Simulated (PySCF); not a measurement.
## How methods differ on the ionisation energy of Os⁶²⁺

Os⁶²⁺ [Ne] 3s2 3p2 (3P) → Os⁶³⁺ [Ne] 3s2 3p1 (2P), as a difference of total energies. Calculation: PySCF 2.14, in an uncontracted even-tempered set (17 s from 17 bohr⁻², ratio 2.5; 12 p from 23 bohr⁻², ratio 2.5; 4 d from 87 bohr⁻², ratio 2.7; 4 f from 130 bohr⁻², ratio 2.7); the spin-free X2C one-electron Hamiltonian (Gaussian nucleus). Correlated levels: outer shells: 1s2 frozen; virtual orbitals above 40 to 60 times the deepest correlated orbital energy dropped. The calculations carry no spin-orbit coupling.

| method | ionisation energy (eV) |
| --- | --- |
| UHF | 6775.3 |
| LDA | 6776.1 |
| PBE | 6777.5 |
| PBE0 | 6777.3 |
| r2SCAN | 6778.0 |
| TPSS | 6777.7 |
| BLYP | 6778.4 |
| MP2 (outer shells) | 6776.0 |
| SCS-MP2 (outer shells) | 6775.8 |

Spin-orbit coupling is strong in these open shells (close to jj coupling). The scalar numbers leave it out and a first-order estimate fails, so it can dominate the gap to the real levels.

Breit and QED terms and the two-electron picture change are absent.

For comparison: 7039 ± 15 eV (theoretical estimate listed by NIST; NIST Atomic Spectra Database, ionization energies).
